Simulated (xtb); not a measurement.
AsF$_{3}$, charge +1, quartet, geometry from GFN2-xTB of the parent state (a state made from the parent by changing its charge; the spin is typed, not shown lowest); xtb 6.7.1 with GFN0-xTB.

xtb was given this input:
```
$ xtb mol.xyz --gfn 0 --chrg 1 --uhf 3 --json

# file mol.xyz
4

F     -1.75854617    -0.86921053     0.20925575
As     0.07555063    -0.21534643     0.07876260
F      1.94209977     0.34601691    -0.01789853
F     -0.46057259     1.31279719    -0.48015343
```

It wrote (shortened):

```
   ID    Z sym.   atoms
    1    9 F      1, 3, 4
    2   33 As     2

           -------------------------------------------------
          |                Calculation Setup                |
           -------------------------------------------------

           -------------------------------------------------
          |                 G F N 0 - x T B                 |
           -------------------------------------------------

          ...................................................
          :                      SETUP                      :
          :.................................................:
          :  # basis functions                  22          :
          :  # atomic orbitals                  21          :
          :  # shells                            9          :
          :  # electrons                        25          :
          :  electronic temp.          300.0000000     K    :
          :  accuracy                    1.0000000          :
          :  -> integral cutoff          0.2500000E+02      :
          :  -> integral neglect         0.1000000E-07      :
          ...................................................

         :::::::::::::::::::::::::::::::::::::::::::::::::::::
         ::                     SUMMARY                     ::
         :::::::::::::::::::::::::::::::::::::::::::::::::::::
         :: total energy             -12.108668329482 Eh    ::
         :: gradient norm              0.012203374235 Eh/a0 ::
         :: HOMO-LUMO gap              3.595825951613 eV    ::
         ::.................................................::
         :: H0 energy                -13.706817169065 Eh    ::
         :: repulsion energy           0.007491661203 Eh    ::
         :: electrostat energy         1.591199239373 Eh    ::
         :: -> Gsolv                   0.000000000000 Eh    ::
         ::    -> Gsasa                0.000000000000 Eh    ::
         ::    -> Gshift               0.000000000000 Eh    ::
         :: dispersion energy         -0.000542060993 Eh    ::
         :: short-range corr.          0.000000000000 Eh    ::
         :: add. restraining           0.000000000000 Eh    ::
         :: total charge               1.000000000000 e     ::
         :::::::::::::::::::::::::::::::::::::::::::::::::::::

           -------------------------------------------------
          |                Property Printout                |
[...]
        13        1.0000           -0.4246504             -11.5553
        14        1.0000           -0.3653975              -9.9430 (HOMO)
        15                         -0.2332533              -6.3471 (LUMO)
        16                         -0.1471980              -4.0055
        17                          0.0325930               0.8869
        18                          0.0403227               1.0972
        19                          0.0947037               2.5770
        20                          0.3843722              10.4593
        21                          1.1574136              31.4948
      -------------------------------------------------------------
                  HL-Gap            0.1321442 Eh            3.5958 eV
             Fermi-level            0.0000000 Eh            0.0000 eV

     #   Z          covCN         q      C6AA      α(0)
     1   9 F        0.720     0.147     8.257     3.311
     2  33 As       2.178     0.590   234.795    28.441
     3   9 F        0.720     0.147     8.257     3.311
     4   9 F        0.738     0.116     8.488     3.357

 Mol. C6AA /au·bohr⁶  :        550.193658
 Mol. C8AA /au·bohr⁸  :      28095.096839
 Mol. α(0) /au        :         38.418776

Wiberg/Mayer (AO) data.
largest (>0.10) Wiberg bond orders for each atom

 ---------------------------------------------------------------------------
     #   Z sym  total        # sym  WBO       # sym  WBO       # sym  WBO
 ---------------------------------------------------------------------------
     1   9 F    1.247 --     2 As   0.847     3 F    0.269     4 F    0.131
     2  33 As   2.996 --     4 F    1.302     1 F    0.847     3 F    0.847
     3   9 F    1.247 --     2 As   0.847     1 F    0.269     4 F    0.131
     4   9 F    1.564 --     2 As   1.302     1 F    0.131     3 F    0.131
 ---------------------------------------------------------------------------

Topologies differ in total number of bonds
Writing topology from bond orders to xtbtopo.mol

 dipole moment from electron density (au)
     X       Y       Z
  -0.1899   0.5413  -0.1980  total (Debye):    1.542

           -------------------------------------------------
          | TOTAL ENERGY              -12.108668329482 Eh   |
          | GRADIENT NORM               0.012203374235 Eh/α |
          | HOMO-LUMO GAP               3.595825951613 eV   |
           -------------------------------------------------

normal termination of xtb
```
